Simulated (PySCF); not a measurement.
Deuteron quadrupole couplings in `C[Si@@H](P)[C@@H]([SiH3])[SiH2]F`

C2H12FPSi3.
Z-matrix (Å and degrees, GFN2-xTB geometry), rows numbered from 1:
```
C 
Si  1  1.8987
P   2  2.2555  1  107.79
C   2  1.9135  1  111.92  3   117.27
Si  4  1.9122  2  112.57  1   -52.49
Si  4  1.8907  2  112.05  1    74.91
F   6  1.6128  4  107.19  2   -59.35
H   1  1.0865  2  110.62  3   -47.82
H   1  1.0861  2  111.62  3    72.10
H   1  1.0845  2  110.79  3  -167.56
H   2  1.4807  1  109.48  3  -121.11
H   3  1.3820  2   94.69  1   -70.23
H   3  1.3837  2   94.63  1  -162.71
H   4  1.0934  2  106.61  1  -168.41
H   5  1.4635  4  110.17  2    69.55
H   5  1.4645  4  109.83  2   -51.97
H   5  1.4683  4  108.23  2  -171.22
H   6  1.4569  4  113.56  2    54.83
H   6  1.4561  4  113.62  2  -174.41
```

Level: PBE0/pcSseg-1 (PySCF, non-relativistic); Q(2H) = 0.00286 b; rigid geometry, the same for H and D, with no vibrational averaging.

Question: Rank these positions by the coupling χzz of a deuteron there, largest first.
A. H9 (methyl hydrogen)
B. H11 (Si–H hydrogen)
C. H15 (Si–H hydrogen)
D. H14 (methine hydrogen)
E. H13 (P–H hydrogen)

Answer: A (219 kHz), D (214 kHz), E (145 kHz), C (109 kHz), B (101 kHz).

Tabulate Vzz, the asymmetry η and χzz = 234.96 MHz × Q × Vzz for every hydrogen position.

```json
{"atom": "H8", "bonded to": "C1", "bond length (Å)": "1.087", "Vzz (au)": "0.3229", "η": "0.01", "χzz (kHz)": "217"}
{"atom": "H9", "bonded to": "C1", "bond length (Å)": "1.086", "Vzz (au)": "0.3255", "η": "0.01", "χzz (kHz)": "219"}
{"atom": "H10", "bonded to": "C1", "bond length (Å)": "1.084", "Vzz (au)": "0.3232", "η": "0.01", "χzz (kHz)": "217"}
{"atom": "H11", "bonded to": "Si2", "bond length (Å)": "1.481", "Vzz (au)": "0.1506", "η": "0.02", "χzz (kHz)": "101"}
{"atom": "H12", "bonded to": "P3", "bond length (Å)": "1.382", "Vzz (au)": "0.2180", "η": "0.08", "χzz (kHz)": "146"}
{"atom": "H13", "bonded to": "P3", "bond length (Å)": "1.384", "Vzz (au)": "0.2159", "η": "0.08", "χzz (kHz)": "145"}
{"atom": "H14", "bonded to": "C4", "bond length (Å)": "1.093", "Vzz (au)": "0.3178", "η": "0.01", "χzz (kHz)": "214"}
{"atom": "H15", "bonded to": "Si5", "bond length (Å)": "1.463", "Vzz (au)": "0.1624", "η": "0.01", "χzz (kHz)": "109"}
{"atom": "H16", "bonded to": "Si5", "bond length (Å)": "1.465", "Vzz (au)": "0.1600", "η": "0.02", "χzz (kHz)": "107"}
{"atom": "H17", "bonded to": "Si5", "bond length (Å)": "1.468", "Vzz (au)": "0.1592", "η": "0.02", "χzz (kHz)": "107"}
{"atom": "H18", "bonded to": "Si6", "bond length (Å)": "1.457", "Vzz (au)": "0.1629", "η": "0.01", "χzz (kHz)": "109"}
{"atom": "H19", "bonded to": "Si6", "bond length (Å)": "1.456", "Vzz (au)": "0.1631", "η": "0.01", "χzz (kHz)": "110"}
```

Average by the element that carries the hydrogen.

on C: 217 kHz over 4 positions, mean bond length 1.088 Å; on Si: 107 kHz over 6 positions, mean bond length 1.465 Å; on P: 146 kHz over 2 positions, mean bond length 1.383 Å.

How does χzz go with the bond length over the 6 Si–H bonds?

A straight-line fit has a slope of -3.4 kHz for each 0.01 Å, with a correlation coefficient of -0.96, over lengths from 1.456 to 1.481 Å. The longer bonds have the smaller couplings here.

The structure is a single GFN2-xTB conformer in the gas phase; no vibrational or solvent corrections. GFN2-xTB bond lengths can be off by several hundredths of an ångström, more for odd bonds, and the gradients follow them. With so small a basis the couplings can be 20 % off.
